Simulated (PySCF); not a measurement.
These are B3LYP-D3(BJ)/def2-TZVP in PySCF values and carry that method's errors. Isolated molecules, 0 K electronic values unless said otherwise. B3LYP has the VWN-RPA correlation part, as in Gaussian. 

Reference species (SMILES): `C#CC=O` (neutral, multiplicity 1).

```
Quantity     Value
--------  --------
LUMO      -2.43 eV
HOMO      -7.95 eV
```

Changed species: `O=c1cc1`.

Problem. Give the shifts of the LUMO and HOMO.

Solution. the LUMO rises by 0.98 eV, to -1.45 eV; the HOMO rises by 1.16 eV, to -6.79 eV.
